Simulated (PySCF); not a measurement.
Species: resorcinol, C6H6O2.
SMILES with atom numbers: `[OH:1][c:2]1[cH:3][cH:4][cH:5][c:6]([OH:7])[cH:8]1`

Cartesian coordinates in Å at the GFN2-xTB level; atoms count from 1:
```xyz
14
C6H6O2 angstrom
O     -2.242   -1.444   -0.225
C     -1.151   -0.640   -0.111
C     -1.262    0.744   -0.036
C     -0.121    1.516    0.080
C      1.128    0.926    0.122
C      1.239   -0.458    0.048
O      2.444   -1.087    0.087
C      0.099   -1.241   -0.070
H     -3.043   -0.906   -0.242
H     -2.237    1.211   -0.068
H     -0.207    2.591    0.138
H      2.017    1.535    0.213
H      3.149   -0.435    0.172
H      0.185   -2.313   -0.129
```

Definitions: NICS(0) = −σiso at the ring centroid; NICS(1) = −σiso and NICS(1)zz = −σzz at ±1 Å along the ring normal z. Level: GIAO PBE0/pcSseg-1 (PySCF, non-relativistic, gas phase) on the GFN2-xTB geometry, one conformer.

Ring bond lengths (Å), with Mayer bond orders in brackets: C2–C3 1.391 (1.35), C3–C4 1.382 (1.45), C4–C5 1.382 (1.45), C5–C6 1.391 (1.35), C6–C8 1.388 (1.40), C8–C2 1.388 (1.40).

**Question.** Give the NICS values of each ring in ppm.

**Answer.** 
```tsv
ring	type	NICS(0)	NICS(1), two faces	NICS(1)zz, two faces	rms pucker (Å)	centre to ring atoms, mean (Å)
C2–C3–C4–C5–C6–C8	6-membered carbocycle; formal bonds all aromatic	-10.1	-10.3 / -10.3	-24.5 / -24.5	0.00	1.39
```

**Question.** What can be read from them?

**Answer.** 
- C2–C3–C4–C5–C6–C8: mean NICS(1)zz -24.5 ppm, shielded, aromatic by this magnetic criterion (flat ring, no four-coordinate atom).

**Question.** How equal are the bonds by HOMA? HOMA = 1 − mean of α(R − Ropt)² over the ring bonds, with Krygowski's 1993 parameters (CC: Ropt 1.388 Å, α 257.7 Å⁻²).

**Answer.** 
- C2–C3–C4–C5–C6–C8: HOMA 1.00 = 1 − EN − GEO, with mean bond length 1.387 Å, EN = α(Ropt − mean)² = 0.000 and GEO = α × variance = 0.004. The geometric and the magnetic index point the same way.

**Question.** Give the inner angles of the rings and the Hirshfeld charges of the ring atoms.

**Answer.** 
- C2–C3–C4–C5–C6–C8: C2 120.1° (+0.077 e), C3 119.7° (-0.097 e), C4 120.7° (-0.048 e), C5 119.7° (-0.097 e), C6 120.1° (+0.077 e), C8 119.9° (-0.093 e); sum 720.0° against 720° for a flat convex ring.
